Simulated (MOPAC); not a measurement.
Job for MOPAC: AM1 on C2H3Cl (a complex), monomers drawn apart or pushed together.

```
AM1 1SCF PRECISE CHARGE=0 THREADS=1
C2H3Cl

Cl    -0.11766468 1     0.53798936 1    -0.46653399 1
H     -0.12369245 1     0.34362504 1     0.81057930 1
C     -0.55785498 1    -0.70549802 1     4.92425378 1
C      0.28839442 1     0.13259542 1     5.05134427 1
H     -1.30919224 1    -1.45027907 1     4.81584181 1
H      1.03974879 1     0.87609609 1     5.16811181 1
```

It printed:

```
*******************************************************************************
 **                                                                           **
 **                              MOPAC v23.2.5                                **
 **                                                                           **
 *******************************************************************************
 ** MOPAC's Digital Object Identifier: https://doi.org/10.5281/zenodo.6511958 **
 **                                                                           **
 ** Please cite the open-source release paper for use of this MOPAC version:  **
 ** J. E. Moussa and J. J. P. Stewart (2026)                                  **
 ** MOPAC: An open-source semiempirical molecular orbital program             **
 ** J. Open Source Softw., 11(119), 8025, https://doi.org/10.21105/joss.08025 **
 *******************************************************************************

                              AM1 CALCULATION RESULTS

 *******************************************************************************
 *  AM1        - The AM1 Hamiltonian to be used
 *
 *
 *
 *                 CHARGE ON SYSTEM = 0
 *
 *
 *
 *  PRECISE    - TIGHTER CRITERIA TO BE USED
 *  1SCF       - DO 1 SCF AND THEN STOP
 *  THREADS=1  - MULTI-THREADING NOT USED
 *  T=         - A TIME OF 172800.0 SECONDS REQUESTED
 *  DUMP=N     - RESTART FILE WRITTEN EVERY 7200.0 SECONDS REQUESTED
 *******************************************************************************
AM1 1SCF PRECISE CHARGE=0 THREADS=1
 C2H3Cl

   ATOM   CHEMICAL          X               Y               Z
  NUMBER   SYMBOL      (ANGSTROMS)     (ANGSTROMS)     (ANGSTROMS)

     1      Cl         -0.11766468  *   0.53798936  *  -0.46653399  *
     2       H         -0.12369245  *   0.34362504  *   0.81057930  *
     3       C         -0.55785498  *  -0.70549802  *   4.92425378  *
     4       C          0.28839442  *   0.13259542  *   5.05134427  *
     5       H         -1.30919224  *  -1.45027907  *   4.81584181  *
     6       H          1.03974879  *   0.87609609  *   5.16811181  *



          CARTESIAN COORDINATES

    NO.       ATOM           X           Y           Z

     1        Cl         -0.1177      0.5380     -0.4665
     2         H         -0.1237      0.3436      0.8106
     3         C         -0.5579     -0.7055      4.9243
     4         C          0.2884      0.1326      5.0513
     5         H         -1.3092     -1.4503      4.8158
     6         H          1.0397      0.8761      5.1681

  H: (AM1): M.J.S. DEWAR ET AL, J. AM. CHEM. SOC. 107 3902-3909 (1985)
  C: (AM1): M.J.S. DEWAR ET AL, J. AM. CHEM. SOC. 107 3902-3909 (1985)
 Cl: (AM1): M.J.S. DEWAR AND E. G. ZOEBISCH, THEOCHEM, 180, 1 (1988).

           Empirical Formula: C2 H3 Cl  =     6 atoms



      MOLECULAR POINT GROUP   :   C2v


      RHF CALCULATION, NO. OF DOUBLY OCCUPIED LEVELS = 9


 -------------------------------------------------------------------------------
 AM1 1SCF PRECISE CHARGE=0 THREADS=1
 C2H3Cl



     1SCF WAS SPECIFIED, SO BFGS WAS NOT USED
     SCF FIELD WAS ACHIEVED


                              AM1 CALCULATION
                                                       MOPAC v23.2.5 Linux




          FINAL HEAT OF FORMATION =         30.03162 KCAL/MOL =     125.65230 KJ/MOL


          COSMO AREA              =        122.49 SQUARE ANGSTROMS
          COSMO VOLUME            =         92.75 CUBIC ANGSTROMS

          IONIZATION POTENTIAL    =         11.647968 EV
          HOMO LUMO ENERGIES (EV) =        -11.648  1.866
          NO. OF FILLED LEVELS    =          9
          MOLECULAR WEIGHT        =         62.4987         POINT GROUP:  C2v

          MOLECULAR DIMENSIONS (Angstroms)

            Atom       Atom       Distance
            H     5   Cl     1     5.76857
            H     6   Cl     1     3.18174
            H     6    H     2     0.00052


          SCF CALCULATIONS        =          1





   ATOM   CHEMICAL          X               Y               Z
  NUMBER   SYMBOL      (ANGSTROMS)     (ANGSTROMS)     (ANGSTROMS)

     1      Cl         -0.11766468  *   0.53798936  *  -0.46653399  *
     2       H         -0.12369245  *   0.34362504  *   0.81057930  *
     3       C         -0.55785498  *  -0.70549802  *   4.92425378  *
     4       C          0.28839442  *   0.13259542  *   5.05134427  *
     5       H         -1.30919224  *  -1.45027907  *   4.81584181  *
     6       H          1.03974879  *   0.87609609  *   5.16811181  *

                             CARTESIAN COORDINATES

   1   Cl       -0.117664680     0.537989360    -0.466533990
   2    H       -0.123692450     0.343625040     0.810579300
   3    C       -0.557854980    -0.705498020     4.924253780
   4    C        0.288394420     0.132595420     5.051344270
   5    H       -1.309192240    -1.450279070     4.815841810
   6    H        1.039748790     0.876096090     5.168111810


           Empirical Formula: C2 H3 Cl  =     6 atoms



      MOLECULAR POINT GROUP   :   C2v


                  EIGENVALUES
 -36.96355 -33.15155 -20.78685 -16.66630 -15.60050 -12.29106 -12.29016 -11.65736
 -11.64797   1.86621   1.87405   1.87630   3.41360   4.94864   6.56547


              NET ATOMIC CHARGES AND DIPOLE CONTRIBUTIONS

  ATOM NO.   TYPE          CHARGE      No. of ELECS.   s-Pop       p-Pop
    1         Cl          -0.172048        7.1720     1.98072     5.19133
    2          H           0.172040        0.8280     0.82796
    3          C          -0.220102        4.2201     1.26173     2.95837
    4          C          -0.220112        4.2201     1.26173     2.95838
    5          H           0.220111        0.7799     0.77989
    6          H           0.220111        0.7799     0.77989
 DIPOLE           X         Y         Z       TOTAL
 POINT-CHG.    -0.005    -0.162     1.064     1.077
 HYBRID        -0.002    -0.053     0.349     0.353
 SUM           -0.007    -0.215     1.414     1.430


          ATOMIC ORBITAL ELECTRON POPULATIONS

     Atom    s        px        py        pz
    1 Cl   1.98072   1.99998   1.98169   1.20966
    2  H   0.82796
    3  C   1.26173   0.97922   0.97932   0.99983
    4  C   1.26173   0.97923   0.97995   0.99920
    5  H   0.77989
    6  H   0.77989

 **********************
 *                    *
 * JOB ENDED NORMALLY *
 *                    *
 **********************




 == MOPAC DONE ==
```

The run finished.

Cost: around 0.020 core-seconds (rough).
